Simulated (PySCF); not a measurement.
**A survey of ³¹P NMR shifts**

- PBE0/pcSseg-1 with gauge-including orbitals
- structure optimised with GFN2-xTB
- run in PySCF 2.14.0 with density-fitted response routines
- one computed conformer, equivalent nuclei averaged, no solvent model, no relativistic terms

Shieldings were converted by a linear fit to measured shifts: ³¹P (scatter 18.1 ppm rms vs H3PO4, solution or neat liquid). Occasional misses reach two or three times the rms, and more in compound classes unlike the fitted ones.

(1) Give the ³¹P shifts of `CCc1ccpc(F)p1`, `C=CC/P=P/CCC#N`, `CN(C)c1cpccp1`, `C=CC=C=Pc1ccco1`, `Cc1ccccc1P=C=O`.

(2) Order these by ³¹P shift, lowest first.
A. C=C(C)[P@@](=O)(O)C(F)(F)F
B. O=C=PCc1ccccc1
C. Cc1cccc(P=C=O)c1
D. C#Cc1oc2ccccc2p1
E. O=[P@@H]1C=C1c1ccccc1
F. Cc1oc2ccccc2p1

Results:

(1) 
| compound | environment | δ (ppm) |
| --- | --- | --- |
| [CH3:1][CH2:2][c:3]1[cH:4][cH:5][p:6][c:7]([F:8])[p:9]1 | P9: phosphorus bonded to 2 C, in a 6-membered ring | 182.3 |
| [CH3:1][CH2:2][c:3]1[cH:4][cH:5][p:6][c:7]([F:8])[p:9]1 | P6: phosphorus bonded to 2 C, in a 6-membered ring | 167.8 |
| [CH2:1]=[CH:2][CH2:3]/[P:4]=[P:5]/[CH2:6][CH2:7][C:8]#[N:9] | P4: phosphorus bonded to C, P | 562.7 |
| [CH2:1]=[CH:2][CH2:3]/[P:4]=[P:5]/[CH2:6][CH2:7][C:8]#[N:9] | P5: phosphorus bonded to C, P | 502.8 |
| [CH3:1][N:2]([CH3:3])[c:4]1[cH:5][p:6][cH:7][cH:8][p:9]1 | P6: phosphorus bonded to 2 C, in a 6-membered ring | 216.8 |
| [CH3:1][N:2]([CH3:3])[c:4]1[cH:5][p:6][cH:7][cH:8][p:9]1 | P9: phosphorus bonded to 2 C, in a 6-membered ring | 140.8 |
| C=CC=C=Pc1ccco1 | phosphorus bonded to 2 C | 28.6 |
| Cc1ccccc1P=C=O | phosphorus bonded to 2 C | -177.9 |

(2) C (-165.2 ppm, phosphorus bonded to 2 C), B (-146.2 ppm, phosphorus bonded to 2 C), E (-103.5 ppm, phosphorus bonded to 2 C, O, H, in a 3-membered ring), A (16.4 ppm, phosphorus bonded to 2 C, 2 O), F (93.6 ppm, phosphorus bonded to 2 C, in a 5-membered ring), D (143.8 ppm, phosphorus bonded to 2 C, in a 5-membered ring).
